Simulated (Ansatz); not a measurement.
V₂N₂⁺. Total charge 1; doublet. Geometry PBE-D4/def2-SVP, that of the neutral singlet; atoms count from 1.

```xyz
4

V    -0.014    1.189    0.156
V     0.992   -0.241   -0.629
N    -0.860   -0.398   -0.377
N    -0.119   -0.551    0.850
```

The structure comes from a short search, and lower isomers may exist.

**Question.** Estimate the Mulliken populations from the PBE0/def2-TZVP orbitals of Ansatz.

**Answer.** 
| atom | charge (e) | spin (α − β) | d electrons |
| --- | --- | --- | --- |
| V1 | 0.80 | 0.90 | 3.67 |
| V2 | 0.82 | 0.11 | 3.67 |
| N3 | -0.31 | -0.01 | – |
| N4 | -0.31 | -0.01 | – |
Mulliken values and Mayer orders depend strongly on the basis.

**Question.** Where does the spin sit?

**Answer.** Summed by element: V 1.01, N -0.01, of 1 unpaired in all. Largest on single atoms: V1 0.90, V2 0.11, N3 -0.01.

**Question.** And the Mayer bond orders between bonded heavy atoms (over 0.3)?

**Answer.** V1–V2 2.27 (1.92 Å); V1–N3 1.00 (1.88 Å); V1–N4 1.00 (1.88 Å); V2–N3 0.99 (1.88 Å); V2–N4 0.99 (1.88 Å); N3–N4 0.92 (1.44 Å).
